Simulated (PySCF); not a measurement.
BH4OP. Atoms are numbered in the order given.

```xyz
7

B     -0.0634    -0.7356     0.4681
H     -0.8445    -1.3104     1.1708
O      1.1494    -1.3113     0.3224
H      1.7539    -0.8323    -0.2510
P     -0.5424     0.9866    -0.2405
H     -1.8028     0.5982    -0.7547
H      0.1512     0.9138    -1.4773
```

The structure is a stationary point at PBE0-D3(BJ)/def2-TZVP. The values are those of a single conformer.

All values below come from PySCF with PBE0-D3(BJ)/def2-TZVP.

Frequencies are harmonic and unscaled.

| mode | ν (cm⁻¹) | IR (km/mol) | Raman (Å⁴/amu) | depolarisation | moving atoms (share of kinetic energy) |
|---|---|---|---|---|---|
| 1 | 193 | 3.8 | 0.4 | 0.72 | H 81 %, B 11 % |
| 2 | 292 | 12.1 | 1.7 | 0.33 | O 36 %, H 29 %, B 18 %, P 18 % |
| 3 | 502 | 63.9 | 2.6 | 0.53 | H 80 %, P 9 % |
| 4 | 596 | 16.9 | 9.7 | 0.17 | H 38 %, B 29 %, P 23 %, O 10 % |
| 5 | 688 | 40.5 | 2.1 | 0.53 | H 78 %, B 10 %, O 8 % |
| 6 | 773 | 2.5 | 8.9 | 0.65 | H 73 %, B 21 % |
| 7 | 879 | 1.3 | 1.4 | 0.59 | H 74 %, B 24 % |
| 8 | 1011 | 83.6 | 0.9 | 0.63 | H 86 %, O 13 % |
| 9 | 1096 | 36.3 | 15.9 | 0.71 | H 95 % |
| 10 | 1168 | 143.9 | 4.9 | 0.19 | H 76 %, B 14 %, O 9 % |
| 11 | 1357 | 267.6 | 1.0 | 0.33 | B 64 %, O 29 % |
| 12 | 2407 | 36.6 | 144.5 | 0.19 | H 97 % |
| 13 | 2440 | 25.4 | 122.1 | 0.45 | H 97 % |
| 14 | 2615 | 121.8 | 121.6 | 0.22 | H 91 %, B 9 % |
| 15 | 3864 | 54.1 | 65.7 | 0.24 | H 94 % |
